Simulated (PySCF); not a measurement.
Species: (MgSe)3 ring, Mg3Se3.
Bonds: Mg1–Se2, Mg1–Se6, Se2–Mg3, Mg3–Se4, Se4–Mg5, Mg5–Se6.

A linear-response calculation (PySCF, def2-SVPD basis, gas phase, vertical, core orbitals frozen in the response) gave these numbers; the functional is withheld.

Orbital energies (eV): HOMO-3 -9.07, HOMO-2 -8.83, HOMO-1 -8.35, HOMO -8.35, LUMO -0.77, LUMO+1 0.14, LUMO+2 0.27.

```csv
state,E (eV),f,"main configurations (H = HOMO, L = LUMO)"
S1,3.71,0.0000,H-1/H→L (≥81%)
S2,3.71,0.0000,H-1/H→L (≥80%)
S3,4.10,0.118,"H-2→L (75%), H-1/H→L+2 (≥10%), H-1/H→L+3 (≥10%)"
S4,4.32,0.0000,H-1/H→L+1 (≥92%)
S5,4.33,0.0000,H-1/H→L+1 (≥94%)
S6,4.60,0.114,H-3→L (85%)
```

Triplets, Tamm–Dancoff:

```csv
state,E (eV),λ (nm),"main configurations (H = HOMO, L = LUMO)"
T1,3.57,347.1,H-1/H→L (≥73%)
T2,3.57,347.0,H-1/H→L (≥72%)
T3,3.91,316.9,"H-2→L (71%), H-1/H→L+3 (≥10%), H-1/H→L+2 (≥10%)"
```

Vertical ionisation energy by ΔSCF with the same functional: 8.43 eV. Mean static polarisability: 171.1 au.

Orbitals of the list HOMO-3 to LUMO+2 that lie within 0.01 eV of each other are written together with a slash and their weights summed (≥ marks a lower bound); for degenerate orbitals outside that list single weights are arbitrary.

**Question.** Which of these was used?
A. HF
B. PBE
C. PBE0
D. wB97X-D

**Answer.** D. wB97X-D is range-separated, 22% exact exchange at short range and 100% at long range (ω = 0.2 bohr⁻¹). In this run −ε(HOMO) = 8.35 eV differs from the ΔSCF value by -0.08 eV, and S1 differs from the orbital gap of 7.58 eV by -3.87 eV. The ratio −ε(HOMO)/IP is 0.99. Usual ranges for neutral molecules in this basis: 0.89 to 0.99 with wB97X-D, 0.5 to 0.7 with PBE, 0.7 to 0.83 with PBE0; with Hartree–Fock the ratio is 1 or more (Koopmans' value less the relaxation energy is the ΔSCF value).

Theory: TDDFT wB97X-D/def2-SVPD, vertical, gas phase, core orbitals frozen in the response in PySCF 2.14.0, density-fitted response routines. The structure is a single PBE0-D3(BJ)/def2-SVP conformer in the gas phase; no vibrational or solvent corrections. The wB97X-D/def2-SVPD calculation is non-relativistic and has no spin–orbit coupling, an omission that weighs most on selenium.
